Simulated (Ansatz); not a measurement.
One change: `NC(N)(O)F` becomes `[NH2][Ge]([NH2])([OH])[F]`.

Ansatz, PBE0-D4/def2-TZVP geometries, multiplicity 1. Each molecule was computed in one conformer, which needn't be the lowest.

Scalar relativity is left out up to krypton.

```json
{"property": "LUMO energy (ωB97M-V/def2-TZVPP) / eV", "`NC(N)(O)F`": "2.15"}
{"property": "HOMO–LUMO gap (B3LYP/def2-TZVPP) / eV", "`NC(N)(O)F`": "7.81"}
{"property": "LUMO energy (PBE0/def2-TZVPP) / eV", "`NC(N)(O)F`": "0.79"}
{"property": "size of the dipole moment (B3LYP/def2-TZVPP) / D", "`NC(N)(O)F`": "2.39"}
{"property": "zero-point energy (PBE0-D4/def2-TZVP) / kJ/mol", "`NC(N)(O)F`": "208.2"}
{"property": "LUMO energy (B3LYP/def2-TZVPP) / eV", "`NC(N)(O)F`": "0.39"}
```

Question: Give the same properties after the change, and the shifts. (Best estimate.)

Answer: The calculation gave: 
```tsv
property	`[NH2][Ge]([NH2])([OH])[F]`	shift
LUMO energy (ωB97M-V/def2-TZVPP) / eV	1.68	-0.47
HOMO–LUMO gap (B3LYP/def2-TZVPP) / eV	7.37	-0.44
LUMO energy (PBE0/def2-TZVPP) / eV	0.12	-0.67
size of the dipole moment (B3LYP/def2-TZVPP) / D	0.90	-1.49
zero-point energy (PBE0-D4/def2-TZVP) / kJ/mol	179.7	-28.5
LUMO energy (B3LYP/def2-TZVPP) / eV	-0.27	-0.66
```

With PBE0 the HOMO falls by 0.24 eV and the LUMO falls by 0.67 eV, so the gap narrows by about 0.43 eV. PBE moves the HOMO by -0.33 eV and ωB97M-V by -0.19 eV. Dipoles are sizes alone; their direction can turn.

Positive LUMOs are unbound, so they and the gaps depend on the basis.

B3LYP here is the variant with VWN-RPA as its local correlation; programs differ in this.
